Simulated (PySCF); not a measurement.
OsO4(NH3) (singlet state).
Geometry (PBE0-D3(BJ)/def2-SVP, Å), atoms numbered from 1 in this order:
```xyz
9
H3NO4Os angstrom
Os     0.0169   -0.0020    1.1498
O      0.0195    0.0046    2.8427
N      0.0123   -0.0116   -1.3216
H      0.5563   -0.7927   -1.6867
H      0.4122    0.8487   -1.6954
H     -0.9370   -0.0972   -1.6843
O      1.6769   -0.0229    0.7587
O     -0.7973    1.4435    0.7569
O     -0.8315   -1.4312    0.7691
```

Method: PBE0-D3(BJ)/def2-SVP geometry optimisation, gas phase, def2 core potentials past Kr (PySCF 2.14.0).

Task: Which atoms are bound to Os1, and at what distances?

Result: 5 atoms: O2 1.693 Å, O8 1.705 Å, O9 1.705 Å, O7 1.706 Å, N3 2.471 Å. The nearest atom not counted as bound is H6, at 2.99 Å (others tie with it).

Task: List the angles at Os1.

Result: 
```json
{"angle": "O2–Os1–N3", "degrees": "180.0", "distance of the outer atoms (Å)": "4.16"}
{"angle": "O7–Os1–O9", "degrees": "115.0", "distance of the outer atoms (Å)": "2.88"}
{"angle": "O7–Os1–O8", "degrees": "115.0", "distance of the outer atoms (Å)": "2.88"}
{"angle": "O8–Os1–O9", "degrees": "114.9", "distance of the outer atoms (Å)": "2.87"}
{"angle": "O2–Os1–O7", "degrees": "103.2", "distance of the outer atoms (Å)": "2.66"}
{"angle": "O2–Os1–O8", "degrees": "103.2", "distance of the outer atoms (Å)": "2.66"}
{"angle": "O2–Os1–O9", "degrees": "103.1", "distance of the outer atoms (Å)": "2.66"}
{"angle": "N3–Os1–O9", "degrees": "76.9", "distance of the outer atoms (Å)": "2.66"}
{"angle": "N3–Os1–O7", "degrees": "76.8", "distance of the outer atoms (Å)": "2.66"}
{"angle": "N3–Os1–O8", "degrees": "76.8", "distance of the outer atoms (Å)": "2.66"}
```

Task: What is the shape at Os1?

Result: Trigonal bipyramidal: τ5 = (β − α)/60° = 1.08 from the two widest angles, 180.0° and 115.0° (0 for a square pyramid, 1 for a trigonal bipyramid). The Os–O distances aren't all alike: 1.693 to 1.706 Å.

Task: What are the other bond lengths?

Result: N3–H4, N3–H5, N3–H6 1.020 Å.

Point group: near C3v, missed by 0.14 Å at most; the miss may be what the optimiser left on a soft mode (C3 holds within 0.08 Å). Charge 0, singlet. No frequency check.
